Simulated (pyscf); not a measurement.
Structures and frequencies: ωB97X-D3(BJ)/def2-SVP in PySCF. MP2 and CC: frozen core, UHF for open shells. ΔMP2 is the change of the MP2 total energy from the triple- to the quadruple-zeta basis.

Q: For H₂As–InH₂ -> AsH₃ + InH [singlet], a 1,1-elimination (singlet surface; As–In, H–In broken, As–H formed), PBE/def2-TZVP gives ΔE‡ = 43.1 kcal/mol and ΔE = +14.2 kcal/mol (zero: the reactant's lowest minimum found). In which direction and how far do r²SCAN/def2-TZVP, PBE0-D3(BJ)/def2-TZVP, CCSD(T)/def2-TZVPP + ΔMP2(QZVPP) move these?

A: r²SCAN: ΔE‡ = 47.5 kcal/mol, ΔE = +18.2 kcal/mol; PBE0-D3(BJ): ΔE‡ = 49.2 kcal/mol, ΔE = +17.8 kcal/mol; CCSD(T): ΔE‡ = 50.9 kcal/mol, ΔE = +16.0 kcal/mol. PBE's barrier lies under all of them, by 4.5 to 7.9 kcal/mol. Its reaction energy lies under all of them, by 1.8 to 3.9 kcal/mol. On the product side the descent ends in an adduct with a As–In contact (not fully relaxed), 7.3 kcal/mol under the separated species and 39.2 kcal/mol under the saddle at ωB97X-D3(BJ)/def2-TZVP. What is counted as broken (As–In) persists as a longer contact in the product adduct; parting that adduct is a step of its own. At ωB97X-D3(BJ) the barrier from the zero used here is 56.5 kcal/mol. This is the saddle that the search found; another between the same sides may lie lower. The CCSD(T) − MP2 part came from Ansatz, without density fitting, on the same reference. The frozen core leaves the outer d or s,p core shells of the metals and heavy elements correlated in the MP2 and CC values, and def2-TZVPP describes them poorly, which can shift differences by a few kcal/mol. Elements up to Kr have no core potential and no relativistic terms here. Elements past Kr carry the def2 core potentials, without spin-orbit coupling.
